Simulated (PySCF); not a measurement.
The multiplicity is imposed and other spin states were not computed.

B3LYP has the VWN-RPA correlation part, as in Gaussian. 

# [Cd(NH2)(SH)] (charge 0, multiplicity 1)

These are B3LYP-D3(BJ)/def2-TZVP // PBE-D3(BJ)/def2-SVP (PySCF) values and carry that method's errors.

```yaml
HOMO: -6.86 eV
dipole_moment: 1.45 D
LUMO: -1.41 eV
HOMO–LUMO gap: 5.45 eV
charge on the central atom (Mulliken): 0.68 e
total_energy: -622.6620 Ha
cost: roughly 40 core-seconds
```

```xyz
6

Cd    -0.0036     0.2482     0.1609
N      1.6282    -0.7099     0.8919
H      1.3598    -1.5171     1.4734
H      2.1767    -0.0958     1.5115
S     -1.8098     1.3161    -0.9073
H     -1.3047     1.0793    -2.1526
```
Charge 0, spin multiplicity 1.
